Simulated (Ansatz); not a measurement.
CH8O2Si2 can be A, `CO[SiH2]O[SiH3]`, or B, `OC([SiH3])O[SiH3]`.

Program: Ansatz. Geometries: PBE0-D4/def2-TZVP. ΔE: electronic, gas phase. CCSD(T)/CBS adds triple-zeta CCSD(T) − MP2 to the extrapolated MP2 energy (def2 sets, frozen cores). Functionals use def2-TZVPP. B3LYP here is the variant with VWN-RPA as its local correlation; programs differ in this. One conformer a species, not always the lowest.

Problem. Which is lower in electronic energy at CCSD(T)/CBS, and by how much? (An estimate is asked.)

Solution. Computed: A, by 70.2 kcal/mol.

Problem. Give E(B) − E(A) in kcal/mol with CCSD/def2-TZVPP, ωB97M-V, B2PLYP, B3LYP-D4, CCSD(T)/def2-TZVPP, MP2/def2-TZVPP, B3LYP. (Best estimate.)

Solution. The calculation gave: CCSD/def2-TZVPP 70.6, ωB97M-V 68.2, B2PLYP 70.6, B3LYP-D4 69.0, CCSD(T)/def2-TZVPP 69.2, MP2/def2-TZVPP 71.7, B3LYP 69.3. None reverses the order clearly.

Largest T1 diagnostic: 0.013.

From PBE to PBE0 (25 % exact exchange), in def2-TZVPP and without D4, E(B) − E(A) moves by +3.5 kcal/mol. In def2-TZVPP, CCSD(T) changes the Hartree–Fock value by −7.7 kcal/mol (the triples alone add −1.4 kcal/mol) and MP2 by −5.2 kcal/mol.
